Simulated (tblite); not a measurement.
CH3S (SMILES [CH2-]S), charge -1, singlet, geometry from GFN2-xTB; IPEA1-xTB run with tblite.

Here is a job for tblite.
```
$ tblite run mol.xyz --method ipea1 --charge -1 --spin 0 --json tblite.json --no-restart

# file mol.xyz
5

C     -0.18310410     1.16138186     0.01505557
S     -0.04796709    -0.56372168    -0.01148952
H      1.29602576    -1.14309776     0.01927862
H      0.25755768     1.58118756     0.93632275
H      0.31251462     1.61316597    -0.86210237
```

Output, abridged:

```
xTB calculator
 | screened Coulomb repulsion
 | Coulomb electrostatics
 |  * isotropic Klopman-Ohno-Mataga-Nishimoto electrostatics
 |  * onsite third-order electrostatics
 | DFT-D3(BJ) dispersion correction

halogen bonding energy    0.0000000000000E+00 Eh
repulsion energy          6.7657842837279E-02 Eh
dispersion energy        -9.4553787827494E-04 Eh
number of electrons       1.4000000000000E+01 e
integral cutoff           4.0000000000000E+01 bohr

------------------------------------------------------------
  cycle        total energy    energy error   density error
------------------------------------------------------------
      1     -7.931208647169  -7.9979210E+00   4.1213927E-01
      2     -7.945073159248  -1.3864512E-02   2.6436169E-01
      3     -7.933383227294   1.1689932E-02   7.5358057E-02
      4     -7.948415526088  -1.5032299E-02   3.3481014E-02
      5     -7.949033529284  -6.1800320E-04   2.3845537E-03
      6     -7.949041623226  -8.0939425E-06   3.2304567E-04
      7     -7.949041594332   2.8893691E-08   1.7656417E-04
      8     -7.949041639607  -4.5274559E-08   2.0104148E-05
      9     -7.949041640276  -6.6945027E-10   2.2005153E-07
------------------------------------------------------------

electronic energy        -8.0157539452355E+00 Eh
total energy             -7.9490416402765E+00 Eh

Post processing:
 | Mayer-Wiberg bond orders

[Info] JSON dump of results written to 'tblite.json'
```
